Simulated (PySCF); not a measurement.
Compound: C3H12O2Si3.
Numbering: `[CH2:1]=[C:2]([CH3:3])[SiH:4]([O:5][SiH3:6])[O:7][SiH3:8]` (hydrogens: H9, H10 on C1; H11, H12, H13 on C3; H14 on Si4; H15, H16, H17 on Si6; H18, H19, H20 on Si8)

Computed with PySCF at PBE0/pcSseg-1, non-relativistic, on one gas-phase PBE0-D3(BJ)/def2-SVP geometry that isn't relaxed in the solvent. The solvent is an IEF-PCM continuum (cavity from Bondi-type radii × 1.2). The model holds no explicit solvent molecules, cavitation or dispersion.

Gas phase at PBE0/pcSseg-1: HOMO -7.65 eV, LUMO -0.32 eV, dipole 0.69 D.

What does the continuum do to the energy, the frontier levels and the dipole at PBE0/pcSseg-1 in cyclohexane and chloroform?

```tsv
solvent	ε	E(solvent) − E(gas) (kJ/mol)	polarisation term (kJ/mol)	distortion of the solute (kJ/mol)	HOMO (eV)	LUMO (eV)	dipole (D)
cyclohexane	2.017	-2.86	-2.93	0.07	-7.61	-0.29	0.76
chloroform	4.711	-5.32	-5.57	0.25	-7.60	-0.28	0.83
```

The first energy column is the sum of the next two and covers electrostatics alone. From cyclohexane to chloroform the lowering changes by a factor 1.86, Onsager's factor (ε − 1)/(2ε + 1) by 1.76 and ε itself by 2.3.

Which IAO charges (PBE0/pcSseg-1) respond most in chloroform (means over atoms taken as equivalent)?

```json
{"atoms": "C1", "environment": "terminal =CH2 carbon", "gas (e)": "-0.287", "solvent (e)": "-0.294", "change": "-0.007"}
{"atoms": "H10", "environment": "vinylic hydrogen", "gas (e)": "+0.139", "solvent (e)": "+0.144", "change": "+0.005"}
{"atoms": "C3", "environment": "allylic carbon", "gas (e)": "-0.410", "solvent (e)": "-0.414", "change": "-0.004"}
{"atoms": "H11/H12/H13", "environment": "methyl hydrogen", "gas (e)": "+0.146", "solvent (e)": "+0.149", "change": "+0.003"}
{"atoms": "H9", "environment": "vinylic hydrogen", "gas (e)": "+0.145", "solvent (e)": "+0.148", "change": "+0.003"}
{"atoms": "O5/O7", "environment": "siloxane oxygen", "gas (e)": "-0.872", "solvent (e)": "-0.875", "change": "-0.003"}
{"atoms": "H14", "environment": "Si–H hydrogen", "gas (e)": "-0.163", "solvent (e)": "-0.165", "change": "-0.002"}
{"atoms": "C2", "environment": "fully substituted alkene carbon", "gas (e)": "-0.290", "solvent (e)": "-0.292", "change": "-0.002"}
{"atoms": "Si6/Si8", "environment": "oxygen-bound silicon", "gas (e)": "+0.849", "solvent (e)": "+0.851", "change": "+0.002"}
{"atoms": "Si4", "environment": "oxygen-bound silicon", "gas (e)": "+1.305", "solvent (e)": "+1.304", "change": "-0.001"}
{"atoms": "H15 (×6)", "environment": "Si–H hydrogen", "gas (e)": "-0.139", "solvent (e)": "-0.139", "change": "0.000"}
```

Shape of the structure used: `[CH2:1]=[C:2]([CH3:3])[SiH:4]([O:5][SiH3:6])[O:7][SiH3:8]`: C1–C2–Si4–O5 -9°, C2–Si4–O5–Si6 -93°, C2–Si4–O7–Si8 130°.
